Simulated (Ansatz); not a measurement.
`C#[C][InH2]` + CH₃SH → `C[S][InH2]` + `C#C` at 600 K and 1 bar (ligand exchange at the In–C bond).

Computed with Ansatz on PBE0-D4/def2-TZVP structures; ΔE is electronic, products minus reactants. CCSD(T)/CBS is the MP2 limit (def2-TZVPP, def2-QZVPP) plus CCSD(T) − MP2 in def2-TZVPP, frozen cores. This one scheme is used for every species. def2 core potentials past Kr. For In outer-core shells are correlated without core-valence functions, which leaves a few kJ/mol of doubt a bond.

| species | CCSD(T)/CBS energy (Eh) | H − E (kJ/mol) | S (J/(mol·K)) |
| --- | --- | --- | --- |
| `C#[C][InH2]` | -267.62648 | 121.0 | 358.1 |
| CH₃SH | -438.22835 | 152.3 | 296.8 |
| `C[S][InH2]` | -628.65181 | 183.5 | 409.5 |
| `C#C` | -77.22717 | 96.2 | 235.4 |

H − E and S are ideal-gas, rigid-rotor, harmonic terms from PBE0-D4/def2-TZVP. 1 Eh = 2625.50 kJ/mol, R = 8.31446 J/(mol·K).

Question: By hand: ΔE, ΔH, ΔS and ΔG.

Answer: ΔE = (-628.65181) + (-77.22717) − (-267.62648) − (-438.22835) = -0.02415 Eh = -63.4 kJ/mol. Δ(H − E) = 183.5 + 96.2 − 121.0 − 152.3 = 6.4, so ΔH = -57.0 kJ/mol. ΔS = 409.5 + 235.4 − 358.1 − 296.8 = -10.0 J/(mol·K). ΔG = -57.0 − 600 × (-10.0)/1000 = -51.0 kJ/mol.

Question: By hand: the equilibrium constant, and the temperature at which ΔG would vanish if ΔH and ΔS stayed fixed.

Answer: log₁₀ K = −ΔG/(RT ln 10) = 4.4. ΔG = 0 at ΔH/ΔS = 5700 K, far beyond where these terms or the molecules hold.

The number of gas molecules stays the same, so ΔS is small and ΔH decides. A doubt of 5 kJ/mol in ΔE shifts log₁₀ K by 0.4 here. Modes under 60 cm⁻¹, often nearly free rotors, make the harmonic entropy too high. These are equilibria of isolated gas molecules and say nothing of rates. Largest T1 diagnostic: 0.015 (customary marks: 0.02 for closed shells, 0.045 for open ones).
